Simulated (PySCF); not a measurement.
C4H7NSi. Atoms are numbered in the order given.

```xyz
13

C     -0.0151     2.3661     0.0000
C     -0.1297     0.8729     0.0000
C     -1.2964     0.1869     0.0000
N     -1.3178    -1.2422     0.0000
C     -0.1520    -1.7866     0.0000
Si     1.2088    -0.4506     0.0000
H      0.5393     2.7274    -0.8833
H     -1.0050     2.8504     0.0000
H      0.5393     2.7274     0.8833
H     -2.2824     0.6661     0.0000
H     -0.0829    -2.8832     0.0000
H      2.0760    -0.4603     1.2138
H      2.0760    -0.4603    -1.2138
```

Geometry: B3LYP-D3(BJ)/def2-SVP. The structure was generated by enumeration, and PubChem lists no compound with its InChIKey, so it may never have been made.

Method: PBE/def2-TZVP run with PySCF.

The molecule is in vacuum.

```
Item                                                                                                            Value
---------------------------------------------------------------------------------------------  ----------------------
total energy                                                                                       -500.49739 hartree
point group                                                                                                        Cs
highest occupied level                                                                                       -5.70 eV
lowest empty level                                                                                           -2.83 eV
orbital gap                                                                                                   2.87 eV
dipole moment                                                                                                  1.84 D
quadrupole, principal values (traceless, Buckingham form, about the centre of nuclear charge)  -5.53, -1.59, 7.12 D·Å
mean static polarisability                                                                      81.1 bohr³ (12.01 Å³)
polarisability, principal values                                                               56.1, 91.4, 95.7 bohr³
```
